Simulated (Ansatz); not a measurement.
Consider the ligand exchange at a Ge–O bond: `[SiH3]C#C[O][GeH3]` + `C[SeH]` → `C[Se][GeH3]` + `OC#C[SiH3]`.

Calculated with Ansatz (gas phase, PBE0-D4/def2-TZVP geometries, no zero-point term in ΔE). CCSD(T)/CBS is the MP2 limit (def2-TZVPP, def2-QZVPP) plus CCSD(T) − MP2 in def2-TZVPP, frozen cores. Functionals use def2-TZVPP. B3LYP here is the variant with VWN-RPA as its local correlation; programs differ in this. For Ge, Se outer-core shells are correlated without core-valence functions, which leaves a few kJ/mol of doubt a bond. Scalar relativity is left out up to krypton. Each species was taken in one conformer, which may not be the lowest.

`[SiH3]C#C[O][GeH3]`:

```xyz
11

Si    2.060   -1.738    0.296
C     0.960   -0.311    0.297
C     0.233    0.660    0.308
O    -0.523    1.692    0.326
Ge   -2.192    1.553   -0.411
H     1.272   -2.992    0.162
H     2.833   -1.800    1.564
H     3.020   -1.666   -0.837
H    -2.921    0.462    0.377
H    -2.759    2.955   -0.197
H    -1.984    1.186   -1.883
```

`C[SeH]`:

Cartesian coordinates in Å:
```
C -0.392 -0.034 -0.378
Se 0.525 0.756 1.149
H 0.254 -0.037 -1.253
H -1.256 0.600 -0.571
H -0.731 -1.041 -0.143
H 1.599 -0.244 1.196
```

`C[Se][GeH3]`:

Z-matrix (Å, degrees):
```
C
Se 1 1.956
H 1 1.089 2 106.3
H 1 1.088 2 110.5 3 118.6
H 1 1.088 2 110.5 3 -118.6
Ge 2 2.344 1 96.7 3 180.0
H 6 1.534 2 106.7 1 179.9
H 6 1.539 2 110.1 1 59.9
H 6 1.539 2 110.1 1 -60.2
```

`OC#C[SiH3]`:

```xyz
8

O    -1.524   -1.295    1.927
C    -0.815   -0.685    1.030
C    -0.185   -0.055    0.214
Si    0.762    0.876   -1.013
H    -1.333   -2.241    1.925
H     1.654    1.857   -0.344
H     1.593   -0.063   -1.811
H    -0.152    1.606   -1.927
```

| level | ΔE (kcal/mol) |
| --- | --- |
| r2SCAN-D4 | -3.4 |
| PBE0-D4 | -5.1 |
| B3LYP-D4 | -2.7 |
| PBE | -4.7 |
| HF/def2-TZVPP | -0.6 |
| HF/def2-QZVPP | -0.2 |
| HF/CBS(def2) | -0.1 |
| MP2/CBS(def2) | -3.9 |

Problem. What does CCSD(T)/CBS give? (Estimate.)

Solution. The calculation gave: -3.7 kcal/mol. The listed levels differ from it by 0.3, -1.4, 1.0, -1.0, 3.1, 3.5, 3.6, -0.2 kcal/mol.

Largest T1 diagnostic among the species: 0.013.

In def2-TZVPP, CCSD(T) changes the Hartree–Fock value by −1.8 kcal/mol (the triples alone add −0.1 kcal/mol) and MP2 by −2.0 kcal/mol.
